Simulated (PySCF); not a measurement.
Compound: C5H6F2.
Geometry (PBE0-D3(BJ)/def2-SVP, Å), atoms numbered from 1 in this order:
```xyz
13
C5H6F2 angstrom
C      2.9349   -0.7420    0.0149
C      1.8724   -0.2093    0.2401
C      0.5817    0.4326    0.4784
F      0.4107    0.6693    1.8290
C     -0.5876   -0.4023   -0.0205
C     -1.9062    0.3088    0.1688
F     -1.9099    1.4821   -0.5500
H      3.8827   -1.2116   -0.1753
H      0.5654    1.4129   -0.0297
H     -0.5998   -1.3587    0.5262
H     -0.4336   -0.6313   -1.0865
H     -2.7417   -0.3200   -0.1807
H     -2.0636    0.5522    1.2320
```

Computed with PBE0-D3(BJ)/def2-SVP geometry optimisation, gas phase in PySCF 2.14.0.

Take the most abundant isotopes and a rigid rotor. The values belong to one conformer with, in the numbering `[CH:1]#[C:2][C@H:3]([F:4])[CH2:5][CH2:6][F:7]`, C2–C3–C5–C6 -177°, C3–C5–C6–F7 61°.

Q: What are A, B and C (MHz)?

A: Ia = 91.71, Ib = 356.99, Ic = 392.87 u·Å²; 505379 MHz·u·Å²/I gives A = 5511, B = 1416, C = 1286 MHz.

Q: Classify the top.

A: A near-prolate asymmetric top; Ray's κ = -0.939.

Q: Is it planar, by Δ = Ic − Ia − Ib?

A: Not planar: Δ = Ic − Ia − Ib = -55.83 u·Å². For a rigid frame Δ = −2 Σ m c², so Σ m c² = 27.92 u·Å² lies off the ab plane: 7.26 from hydrogen and 20.66 from heavier atoms. The atom farthest from that plane is 1.75 Å away.

Q: List the rotational levels J(Ka,Kc) to J = 5 (cm⁻¹).

A: Above 0(0,0):
J = 1: 1(0,1) 0.0901, 1(1,1) 0.2267, 1(1,0) 0.2310
J = 2: 2(0,2) 0.2703, 2(1,2) 0.4027, 2(1,1) 0.4156, 2(2,1) 0.8254, 2(2,0) 0.8255
J = 3: 3(0,3) 0.5403, 3(1,3) 0.6665, 3(1,2) 0.6924, 3(2,2) 1.0958, 3(2,1) 1.0963, 3(3,1) 1.7896, 3(3,0) 1.7896
J = 4: 4(0,4) 0.8998, 4(1,4) 1.0182, 4(1,3) 1.0614, 4(2,3) 1.4562, 4(2,2) 1.4578, 4(3,2) 2.1504, 4(3,1) 2.1504, 4(4,1) 3.1215, 4(4,0) 3.1215
J = 5: 5(0,5) 1.3485, 5(1,5) 1.4577, 5(1,4) 1.5223, 5(2,4) 1.9067, 5(2,3) 1.9102, 5(3,3) 2.6013, 5(3,2) 2.6014, 5(4,2) 3.5723, 5(4,1) 3.5723, 5(5,1) 4.8209, 5(5,0) 4.8209

Q: Predict some low-J microwave lines.

A: The dipole components are |μa| = 0.45 D, |μb| = 1.44 D, |μc| = 1.32 D. The squared components, which scale the intensities, stand as 0.10 : 1.00 : 0.84 (a : b : c). Some of the stronger lines:

```csv
type,branch,"J(Ka,Kc)",MHz,lower level (cm⁻¹)
a,Q,"2(1,1) ← 2(1,2)",388,0.403
b,R,"2(0,2) ← 1(1,1)",1306,0.227
a,R,"1(0,1) ← 0(0,0)",2702,0.000
c,Q,"2(1,2) ← 2(0,2)",3969,0.270
c,Q,"1(1,1) ← 1(0,1)",4095,0.090
b,Q,"1(1,0) ← 1(0,1)",4224,0.090
b,Q,"2(1,1) ← 2(0,2)",4357,0.270
a,R,"2(1,2) ← 1(1,1)",5275,0.227
a,R,"2(0,2) ← 1(0,1)",5401,0.090
a,R,"2(1,1) ← 1(1,0)",5533,0.231
b,R,"1(1,1) ← 0(0,0)",6797,0.000
c,R,"1(1,0) ← 0(0,0)",6926,0.000
b,R,"2(1,2) ← 1(0,1)",9370,0.090
c,R,"2(1,1) ← 1(0,1)",9758,0.090
c,Q,"2(2,1) ← 2(1,1)",12285,0.416
b,Q,"2(2,0) ← 2(1,1)",12288,0.416
b,Q,"2(2,1) ← 2(1,2)",12673,0.403
b,R,"2(2,1) ← 1(1,0)",17819,0.231
c,R,"2(2,0) ← 1(1,0)",17822,0.231
c,R,"2(2,1) ← 1(1,1)",17948,0.227
b,R,"2(2,0) ← 1(1,1)",17951,0.227
```

Q: Estimate the classical rotational partition function at 25 K, 50 K and 200 K.

A: Point group C1, symmetry number σ = 1; q = (√π/σ)·√((kT/h)³/(ABC)), k/h = 20836.6 MHz/K: 6650 at 25 K, 18800 at 50 K, 151000 at 200 K.

PBE0-D3(BJ)/def2-SVP frequencies: not computed here. Constants of a rigid frame at the computed geometry: no zero-point averaging, no centrifugal distortion.

On Intel Xeon Platinum 8259CL at 2.50 GHz, one thread, shared host with 96 logical CPUs at a one-minute load of 50, this took 98 s and 0.50 GiB of memory at its peak. These figures are those of the optimisation.
